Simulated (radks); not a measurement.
The numbers below are computed, except where a source is named.
Mean orbital radii <r> (bohr) of the zinc ion Zn+, [Ar] 3d10 4s1, at several levels of relativity; Dirac values are averaged over j with weights 2j + 1. Spin-unpolarised spherical Kohn-Sham, BLYP, point nucleus unless stated (finite: rms radius 3.9283 fm), a radial shooting solver on a logarithmic mesh with Libxc functionals. A level marked "c x" has the speed of light scaled by that factor.

| shell | non-rel. | scalar-rel. | Dirac, finite nucleus | Dirac, c x 1.25 | change of magnitude, last against first (%) |
|---|---|---|---|---|---|
| 1s | 0.05111 | 0.05031 | 0.05030 | 0.05059 | -1.00 |
| 2s | 0.2298 | 0.2262 | 0.2260 | 0.2274 | -1.06 |
| 2p | 0.1997 | 0.1982 | 0.1982 | 0.1987 | -0.48 |
| 3s | 0.6920 | 0.6813 | 0.6812 | 0.6851 | -0.99 |
| 3p | 0.7183 | 0.7136 | 0.7135 | 0.7153 | -0.43 |
| 3d | 0.8933 | 0.8985 | 0.8986 | 0.8967 | +0.38 |
| 4s | 2.438 | 2.399 | 2.399 | 2.413 | -1.00 |
| 4p (empty) | 3.164 | 3.147 | 3.147 | 3.153 | -0.34 |
